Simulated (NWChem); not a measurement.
Species: CF3, doublet; SMILES F[C](F)F

Computed with NWChem. Pople sets run with spherical d functions. Spin-unrestricted. In the optimisation the excess spin sits in a (C3, its own frame). No stability test was run on the SCF state. B3LYP is NWChem's, with the RPA form of VWN correlation. Each level has its own optimisation; frequencies are unscaled.

| level | r C–F (Å) | highest harmonic frequency (cm⁻¹) | lowest (cm⁻¹) | zero-point energy (kcal/mol) | dipole (D) |
|---|---|---|---|---|---|
| B3LYP/3-21G | 1.354 | 1282 | 469 | 7.4 | 0.17 |
| UHF/6-31G* | [?] | [?] | [?] | [?] | [?] |
| PBE0/def2-SVP | 1.310 | 1336 | 522 | 7.9 | 0.23 |

Fill in the missing entries.


- UHF/6-31G*, r C–F (Å): 1.301
- UHF/6-31G*, highest harmonic frequency (cm⁻¹): 1440
- UHF/6-31G*, lowest (cm⁻¹): 549
- UHF/6-31G*, zero-point energy (kcal/mol): 8.5
- UHF/6-31G*, dipole (D): 0.60
